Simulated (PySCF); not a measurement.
# From computed data to an observable: oscillator strength and radiative lifetime

Al(Me)2(NH2) (C₂H₈AlN), SMILES [CH3][Al]([CH3])[NH2].

Geometry: B3LYP-D3(BJ)/def2-SVP. The structure was generated by enumeration; whether it is a known compound was not checked. The values are those of a single conformer.

TDA-ωB97X/def2-SVPD in PySCF puts the first singlet state with f over 0.02 at 6.45 eV (vertical), with the transition dipole (0.000, 0.757, 0.000) in atomic units.

Find the oscillator strength, the wavelength and the radiative lifetime that this transition would have in vacuum if emission retraced absorption.


|μ|² = 0.5730 au, so |μ| = 1.92 D. ΔE = 6.45/27.211 = 0.2370 hartree. f = (2/3) ΔE |μ|² = 0.091 (the program prints 0.091).
λ = 1239.84/6.45 = 192 nm; ν = 52023 cm⁻¹.
Einstein's coefficient A = 0.6670 ν² f s⁻¹ (ν in cm⁻¹) = 1.6e8 s⁻¹, so τ = 1/A = 6.1 ns. This state is S1. The figure is the radiative limit of this one transition; relaxation, internal conversion, crossing to triplets and a medium change what is measured.
